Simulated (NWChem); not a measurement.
Molecule: CH₆SSi; SMILES [SiH2](S)C

```xyz
9

Si     0.5585     0.4754     0.0098
C     -0.7509     1.8153    -0.0640
S     -0.2760    -1.5072    -0.1322
H      1.4773     0.5567    -1.1629
H      1.3578     0.6131     1.2661
H     -1.4293     1.7523     0.8009
H     -0.2815     2.8121    -0.0560
H     -1.3522     1.7186    -0.9804
H     -0.9677    -1.4269     1.0263
```
Atoms are numbered in this order, from 1.

Computed with NWChem. The geometry was optimised at PBE0/def2-SVP. Level: M05-2X/def2-SVP with SMD (1 M gas to 1 M solution), gas-phase geometry. Reactions with the solvent are ignored.

```json
[
 {"solvent": "water", "dielectric constant": "78.4", "solvation free energy (kcal/mol)": "0.0", "cavity-dispersion-structure term (kcal/mol)": "2.8", "dipole in solution (D)": "2.40"},
 {"solvent": "tetrahydrofuran", "dielectric constant": "7.43", "solvation free energy (kcal/mol)": "-3.1", "cavity-dispersion-structure term (kcal/mol)": "-0.7", "dipole in solution (D)": "2.32"},
 {"solvent": "anisole", "dielectric constant": "4.22", "solvation free energy (kcal/mol)": "-2.8", "cavity-dispersion-structure term (kcal/mol)": "-0.8", "dipole in solution (D)": "2.26"},
 {"solvent": "benzene", "dielectric constant": "2.27", "solvation free energy (kcal/mol)": "-3.0", "cavity-dispersion-structure term (kcal/mol)": "-1.5", "dipole in solution (D)": "2.13"},
 {"solvent": "cyclohexane", "dielectric constant": "2.02", "solvation free energy (kcal/mol)": "-2.4", "cavity-dispersion-structure term (kcal/mol)": "-1.1", "dipole in solution (D)": "2.10"},
 {"solvent": "n-hexane", "dielectric constant": "1.88", "solvation free energy (kcal/mol)": "-2.7", "cavity-dispersion-structure term (kcal/mol)": "-1.4", "dipole in solution (D)": "2.08"},
 {"solvent": "diethyl ether", "dielectric constant": "4.24", "solvation free energy (kcal/mol)": "-3.5", "cavity-dispersion-structure term (kcal/mol)": "-1.4", "dipole in solution (D)": "2.26"}
]
```
